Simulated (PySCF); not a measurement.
Species: C2H10SSi3.
Structure used (PBE0-D3(BJ)/def2-SVP), in Å, numbered top down from 1:
```
atom  x, y, z in Å
C1     2.838   -0.899   -0.009
C2     1.506   -0.371    0.406
S3     0.853   -0.663    1.871
Si4    0.493    0.731   -0.779
Si5   -1.757    0.125   -0.563
Si6   -2.532    0.385    1.639
H7     3.498   -0.066   -0.308
H8     3.314   -1.482    0.791
H9     2.724   -1.528   -0.909
H10    1.008    0.595   -2.181
H11    0.709    2.150   -0.354
H12   -2.565    0.979   -1.494
H13   -1.903   -1.300   -1.006
H14   -4.008    0.651    1.589
H15   -1.872    1.555    2.291
H16   -2.313   -0.852    2.443
```

Level of theory: delta-SCF UKS SCAN, pcX-2 on the ionised atom, pcseg-1 elsewhere, spin-free X2C in PySCF. Every row has its own mixed basis.

```json
{"ionised atom": "C1", "basis functions": "181", "E(ground) (Eh)": "-1351.55800", "E(ionised) (Eh)": "-1340.85863"}
{"ionised atom": "Si4", "basis functions": "192", "E(ground) (Eh)": "-1351.60990", "E(ionised) (Eh)": "-1283.76502"}
{"ionised atom": "Si5", "basis functions": "192", "E(ground) (Eh)": "-1351.60771", "E(ionised) (Eh)": "-1283.77587"}
{"ionised atom": "Si6", "basis functions": "192", "E(ground) (Eh)": "-1351.60856", "E(ionised) (Eh)": "-1283.77101"}
{"ionised atom": "S3", "basis functions": "192", "E(ground) (Eh)": "-1351.69232", "E(ionised) (Eh)": "-1260.69002"}
```

Question: Turn these total energies into binding energies.

Answer: E(ionised) − E(ground), at 27.2114 eV a hartree:

| atom | environment | difference (Eh) | binding energy (eV) |
| --- | --- | --- | --- |
| C1 | methyl carbon | 10.69937 | 291.14 |
| Si4 | SiH2 silicon | 67.84488 | 1846.15 |
| Si5 | SiH2 silicon | 67.83184 | 1845.80 |
| Si6 | SiH3 silicon | 67.83755 | 1845.95 |
| S3 | thiocarbonyl sulfur | 91.00230 | 2476.30 |

Question: How much do the ground-state energies differ, and what would follow from using one of them for all holes?

Answer: They run from -1351.6923 Eh (core basis on S3) to -1351.5580 Eh (on C1), 0.1343 Eh or 3.65 eV apart, for one and the same state in different bases and grids. Pairing the ion of C1 with the ground state of S3 would put its binding energy 3.65 eV too high.

Only 1s holes are shown. Isolated species at its PBE0-D3(BJ)/def2-SVP geometry (one conformer only).
